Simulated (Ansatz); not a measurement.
Cl₃Lu, charge -1, doublet, geometry from GFN2-xTB (such geometries of metal compounds can be far from the true shape) (the multiplicity is a formal guess) (core potentials on Lu) (a gas-phase anion, which may not be bound at this level); PBE0/def2-SVP run with Ansatz (an electronic-structure program).

Ansatz was given this input:
Ansatz 0.2 input:
```yaml
crystal:
  periodic: [false, false, false]
  atoms:
    - {symbol: Lu, position_ang: [0.04761349, 0.14468794, 0.09037466]}
    - {symbol: Cl, position_ang: [2.12369389, -0.53361945, -0.74776567]}
    - {symbol: Cl, position_ang: [-0.86805685, -1.14788636, 1.81185352]}
    - {symbol: Cl, position_ang: [-1.45449340, 1.07722089, -1.44153497]}
basis:
  gaussian:
    orbitals: def2-SVP
    final_grid: {core_spheres: 4, valence_spheres: 8, degree: 17}
hamiltonian:
  xc: pbe0
total_charge: -1
magnetization: {spin_polarized: true, initial_magnetization: 1}
```

**Question.** Predict the main parts of the log of this Ansatz run.

**Answer.** 
```
Functional definition: PBE0
1059 factors; integrals over basis functions are off by at most 8.6e-4 eV
mean field evaluation 1: about -71187.8153 eV, gradient 2.5e1 eV
mean field evaluation 2: about -71185.5134 eV, gradient 5.8e1 eV
mean field evaluation 4: about -71188.6299 eV, gradient 9.9e-1 eV
mean field evaluation 8: about -71188.6696 eV, gradient 2.7e-2 eV
mean field evaluation 16: about -71188.6696 eV, gradient 3.3e-5 eV
mean field -71188.66958866 eV, -2616.1353539698 hartree, gradient 1.1e-5 eV, S^2 0.751381; 0 other end points of the search recorded, 0 dependent functions left out
reference -71188.66963462 eV, -2616.1353556589 hartree; 48, 47 occupied and 87, 88 virtual orbitals, 1059 factors
Total energy: -71188.66963462 eV, -2616.1353556589 hartree
```
